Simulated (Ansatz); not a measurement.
Input file for Ansatz (a program for electronic structure): U-PBE/def2-TZVPP on Mo, 2S+1 = 7, a spin state set in the input, which need not be the lowest. Elements past Kr take the def2 small-core potentials; no spin–orbit coupling.

Ansatz 0.2 input:
```yaml
crystal:
  periodic: [false, false, false]
  atoms:
    - {symbol: Mo, position_ang: [0.00000000, 0.00000000, 0.00000000]}
basis:
  gaussian:
    orbitals: def2-TZVPP
hamiltonian:
  xc: {name: PBE}
magnetization: {spin_polarized: true, initial_magnetization: 6}
scf: {lower_state_search: full}
```

Problem. Give the final energy of this run.

Solution. -68.1241 hartree.
